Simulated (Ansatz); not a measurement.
Gas-phase reaction 2 R1 → P1, each structure at its B3LYP-D3(BJ)/def2-SVP stationary point, reached from a drawn start (curvature not checked).
R1, Br3Ga (SMILES [Br][Ga]([Br])[Br]) (charge 0, multiplicity 1, Z-matrix in Å and degrees):
```
Ga
Br 1 2.2823
Br 1 2.2823 2 120.00
Br 1 2.2823 2 120.00 3 179.99
```
P1, Br6Ga2 (SMILES [Br][Ga-]1([Br])[Br+][Ga-]([Br])([Br])[Br+]1) (charge 0, multiplicity 1):
```xyz
8

Ga     1.730    -0.002     0.001
Ga    -1.730     0.002    -0.001
Br     0.002     1.812     0.006
Br    -0.002    -1.812    -0.001
Br     2.815    -0.007     2.016
Br     2.813     0.002    -2.015
Br    -2.818    -0.001     2.013
Br    -2.810     0.006    -2.019
```

P less R. No zero-point or thermal terms; no spin–orbit coupling.

Cores are frozen in the correlated methods. In cc and def2 sets filled d and f shells under p-block atoms count as core.

Run with Ansatz (Gaussian basis) for Hartree–Fock, density functionals and correlated methods. No computed number here is a measurement.

Total energies in hartree:

```tsv
structure	PBE/def2-TZVPP	B3LYP/def2-TZVPP	CCSD(T)/cc-pVTZ
R1	-9646.045796	-9647.627367	-9641.471819
P1	-19292.118783	-19295.273497	-19282.976803
```

**Question.** Work out the reaction energy at each level in kcal/mol (1 hartree = 627.50947 kcal/mol), and say how far PBE/def2-TZVPP lies from CCSD(T)/cc-pVTZ.

**Answer.** 
- PBE/def2-TZVPP: (-19292.118783) − 2 × (-9646.045796) = -0.027191 hartree = -17.06 kcal/mol
- B3LYP/def2-TZVPP: (-19295.273497) − 2 × (-9647.627367) = -0.018763 hartree = -11.77 kcal/mol
- CCSD(T)/cc-pVTZ: (-19282.976803) − 2 × (-9641.471819) = -0.033165 hartree = -20.81 kcal/mol
PBE/def2-TZVPP less CCSD(T)/cc-pVTZ: 3.75 kcal/mol. CCSD(T)/cc-pVTZ is the level counted from, the highest shown, and no exact or measured value.

Ansatz is a program for electronic structure.
